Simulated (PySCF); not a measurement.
**What settings do to a single point of [Yb(H2O)3]2+**

The sound run of [Yb(H2O)3]2+ (singlet in the valence; each metal's 4f electrons, 14 of them, lie in its core potential, out of spins and levels) uses PySCF 2.14.0, RKS PBE, Yb lcecp-0-SVP with ECP60, O def2-SVP, H def2-SVP; non-relativistic Hamiltonian with scalar-relativistic core potentials where named; density fitting; no spin-orbit coupling, grid (50, 194), threshold 1e-8 Eh and 55 cycles, at the relaxed geometry:

```xyz
10

Yb    0.0000    0.0000    0.0000
O     2.4079    0.0000    0.0000
H     3.0173    0.5921    0.4955
H     3.0173   -0.5922   -0.4955
O    -1.2039    2.0853    0.0000
H    -2.0214    2.3170    0.4955
H    -0.9958    2.9091   -0.4955
O    -1.2040   -2.0853    0.0000
H    -0.9959   -2.9091    0.4955
H    -2.0215   -2.3169   -0.4955
```

There Yb1 has a Mulliken charge of 1.28 e and the dipole about the centre of mass is 0.00 D. Each run below changes one thing and starts from free metal ions and neutral atoms unless it says otherwise; with 55 cycles, smearing, a level shift and second-order steps follow where DIIS fails, and their cycles count. Energy shifts count from the sound run. On f atoms grids over 110 angular points are at least (60, 302).

```csv
change,outcome,cycles,energy shift (eV),largest force component (eV/Å),charge on Yb1 (e),dipole about the centre of mass (D)
"start from the bare core Hamiltonian, limit 70 cycles",converged,13,0.0000,0.01,1.28,0.00
```

(1) One further run converged with energy shift (eV) -12.80, largest force component (eV/Å) 43.85, charge on Yb1 (e) 1.32, dipole about the centre of mass (D) 0.29. Which change was it?
A. threshold 0.001
B. all coordinates × 0.94
C. grid (10, 14)

(2) And the other changes listed?

Unsound on purpose, so not properties of the compound: grid (10, 14).

Forces carry noise of the integration grid, about 0.01 to 0.03 eV/Å.

A frequency check found unstable modes (3, the lowest at -38 cm⁻¹), so the relaxed geometry is a saddle point, or these are noise. An lcecp potential fixes the number of 4f electrons, so in runs with it no electron can move into or out of that shell.

Answers

(1) C.

(2) 
```
                change    outcome  cycles  energy shift (eV)  largest force component (eV/Å)  charge on Yb1 (e)  dipole about the centre of mass (D)
       threshold 0.001  converged       5             0.0001                            0.02               1.29                                 0.00
all coordinates × 0.94  converged       8               0.81                            2.89               1.24                                 0.00
```
